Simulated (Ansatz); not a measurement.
Cartesian coordinates in Å:
```
C -1.6236 -0.1583 -0.1230
C -0.3116 0.3266 0.3463
N -0.2555 1.5206 0.8368
Al 1.5190 -0.6326 0.1761
S 1.7729 -0.6468 -2.0614
H -2.4473 0.5534 -0.0021
H -1.5204 -0.4276 -1.1786
H -1.8612 -1.0899 0.3990
H 0.6460 1.8703 1.1483
H -1.0580 2.1388 0.9090
H 1.3879 -2.0696 0.8633
H 2.3919 0.5325 0.8836
H 1.3600 -1.9173 -2.1973
```

The species carries charge 0 and has multiplicity 1. The bonds changed during the relaxation, so this is another structure than the one it started from.

Problem. List the PBE/def2-TZVPP orbital energies in eV (Ansatz). (Estimate.)

Solution. Ansatz gave: Occupied: -2394.47, -1505.24, -383.11, -271.14, -269.84, -207.44, -153.60, -153.47, -153.39, -105.52, -67.51, -67.48, -67.42, -25.02, -19.43, -16.70, -16.29, -14.85, -12.22, -11.48, -10.50, -9.68, -9.51, -8.70, -7.00, -6.40, -6.15, -5.25. Lowest empty: -2.87, -0.66, 0.26, 0.33, 0.65, 1.03, 1.33, 1.71.
